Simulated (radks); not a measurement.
The technetium ion Tc6+, 37 electrons, occupied as [Kr] 4d1 (the NIST ground configuration).

All-electron calculation, scalar-relativistic Kohn-Sham, PBE, spin-polarised, spherical densities, finite nucleus; open shells are filled with parallel spins first (spin-orbit coupling, left out, can overturn this in heavy ions); Fermi nuclear charge, rms radius 4.4112 fm. Program: a radial shooting solver on a logarithmic mesh with Libxc functionals.

Energy parts (eV):
total: -116392.963
kinetic: 120194.298
electron-nucleus: -277358.438
Hartree: 44187.763
exchange-correlation: -3416.586

Orbitals (lengths in bohr, moments of r in powers of bohr):
orbital  occ.  eigenvalue (eV)     <r^2>
1s down     1        -20953.81  0.001586
1s up       1        -20953.80  0.001587
2s up       1        -3063.989   0.02638
2s down     1        -3063.789   0.02638
2p up       3        -2751.315   0.02076
2p down     3        -2751.166   0.02076
3s up       1        -603.8372    0.1972
3s down     1        -603.7356    0.1972
3p up       3        -501.1964    0.2011
3p down     3        -501.0799    0.2011
3d up       5        -335.2943    0.1900
3d down     5        -335.1099    0.1899
4s up       1        -154.0859     1.181
4s down     1        -153.0460     1.178
4p up       3        -124.6367     1.389
4p down     3        -123.5329     1.386
4d up       1         -80.8078     2.001
4d down     0         -79.6695     2.006

The highest occupied level is 4d up at -80.808 eV. The density falls to 0.001 e/bohr^3 at r = 2.64 bohr. The electron density at the nucleus is 1.023e+05 e/bohr^3 (large components only). For comparison, the ionisation energy in NIST's Atomic Spectra Database is 88 eV (theoretical). In exact Kohn-Sham theory the highest level is minus the ionisation energy, but local and semilocal functionals leave it too shallow, through self-interaction and a potential that decays too fast; potentials with the right tail come closer. Summed over all electrons, <r^2> = 16.37 bohr^2, which gives a Langevin (diamagnetic) susceptibility term of -13 x 10^-6 cm^3/mol.
